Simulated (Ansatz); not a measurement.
CH6F2SiSn, SMILES `FC[SiH2][SnH2][F]`, relaxed with RKS PBE0-D4/def2-TZVP in Ansatz from a PBE-D4/def2-SVP geometry. The force threshold is 0.005 eV/Å; the program also tests the step.

The species carries charge 0 and has multiplicity 1. Sn: def2 effective core potential.

Start:

```xyz
11

F     1.577   -0.951    0.948
C     0.268   -1.435    1.004
Si   -0.929    0.001    0.567
Sn    0.242    1.225   -1.390
F     1.605    2.383   -0.569
H     0.075   -1.850    2.019
H     0.154   -2.267    0.272
H    -2.274   -0.549    0.165
H    -1.096    0.946    1.725
H     1.124    0.172   -2.446
H    -0.747    2.325   -2.296
```

| step | energy (eV) | largest force (eV/Å) | largest move (Å) |
| --- | --- | --- | --- |
| 1 | -20271.4738 | 0.777 | 0.000 |
| 2 | -20271.5189 | 0.285 | 0.091 |
| 3 | -20271.5326 | 0.073 | 0.032 |
| 4 | -20271.5343 | 0.035 | 0.024 |
| 5 | -20271.5356 | 0.045 | 0.040 |
| 6 | -20271.5367 | 0.038 | 0.069 |
| 7 | -20271.5373 | 0.031 | 0.044 |
| 8 | -20271.5376 | 0.037 | 0.042 |
| 9 | -20271.5376 | 0.035 | 0.036 |
| 10 | -20271.5377 | 0.021 | 0.005 |
| 11 | -20271.5378 | 0.008 | 0.009 |
| 12 | -20271.5378 | 0.009 | 0.016 |
| 13 | -20271.5379 | 0.013 | 0.030 |
| 14 | -20271.5379 | 0.010 | 0.003 |
| 15 | -20271.5379 | 0.005 | 0.003 |
| 16 | -20271.5379 | 0.003 | 0.006 |
| 17 | -20271.5379 | 0.002 | 0.005 |

End:

```xyz
11

F     1.568   -1.146    1.093
C     0.227   -1.496    1.013
Si   -0.820    0.028    0.577
Sn    0.237    1.244   -1.424
F     1.417    2.564   -0.652
H    -0.073   -1.923    1.976
H     0.119   -2.275    0.251
H    -2.190   -0.439    0.225
H    -0.900    0.968    1.723
H     1.253    0.296   -2.415
H    -0.838    2.177   -2.368
```

Hardware: 2 threads of an AMD EPYC 7R13 on a shared host and a share of an NVIDIA H100 80 GB. Wall time 20 s, peak host memory 0.9 GiB.
